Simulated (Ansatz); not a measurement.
Reactions of GaH$_{3}$, SMILES `[GaH3]`.

Program: Ansatz. Geometries: PBE0-D4/def2-TZVP. ΔE: electronic, gas phase. CBS: MP2 limit from def2 TZ/QZ plus the TZ coupled-cluster correction, frozen cores. This one scheme is used for every species, atoms too. Open shells (•) are unrestricted, without spin–orbit coupling. Spin–orbit coupling would lower the free atoms: clearly for Ga. Bonds to Ga are less sure, by a few kJ/mol each and by 10 to 20 or more in all where they break to atoms, as the def2 sets lack core-valence functions. Scalar relativity is left out up to krypton.

**Question.** Order these by ΔE at CCSD(T)/CBS, lowest first. (Best estimate.)
A. `[GaH3]` → `[GaH2]`• + H•
B. `[GaH3]` → Ga• + 3 H•
C. `[GaH3]` + `[CH3]`• → `[GaH2]`• + CH₄

**Answer.** C (-1.10 eV), A (+3.80 eV), B (+8.66 eV).

Largest T1 diagnostic: 0.015, for `[GaH2]`•.
